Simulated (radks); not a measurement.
Ionisation of the iodine ion I+, [Kr] 4d10 5s2 5p4, to [Kr] 4d10 5s2 5p3 as the strength of local exchange is varied. All-electron calculation, Dirac Kohn-Sham, Slater X-alpha exchange (alpha = 2/3 is LDA exchange), no correlation, spin-unpolarised, spherical densities, finite nucleus; open shells fill j = l - 1/2 first; Fermi nuclear charge, rms radius 4.75 fm. Program: a radial shooting solver on a logarithmic mesh with Libxc functionals.

alpha,E(I+) (hartree),exchange (hartree),IE (eV),-e of the level emptied (eV),<r> of it (bohr)
0.569,-7082.65627,-144.89461,17.142,12.778 (5p3/2),2.430
0.619,-7095.39953,-157.89624,17.713,13.309 (5p3/2),2.404
0.648,-7102.80059,-165.45707,18.048,13.622 (5p3/2),2.388
0.667,-7107.65353,-170.41863,18.269,13.829 (5p3/2),2.379
0.706,-7117.62465,-180.62251,18.728,14.258 (5p3/2),2.359
0.709,-7118.39220,-181.40852,18.763,14.291 (5p3/2),2.358
0.771,-7134.27256,-197.68758,19.504,14.986 (5p3/2),2.327
0.793,-7139.91555,-203.48003,19.770,15.236 (5p3/2),2.317

NIST Atomic Spectra Database: 19.131 eV (measured). The Delta-SCF value meets it near alpha = 0.74. Spin polarisation and multiplet splitting are left out, so open shells lie too high by an amount that depends on their filling.

Beside tabulated values, note that spin-unpolarised runs miss the spin-polarisation part of the exchange energy of open shells.
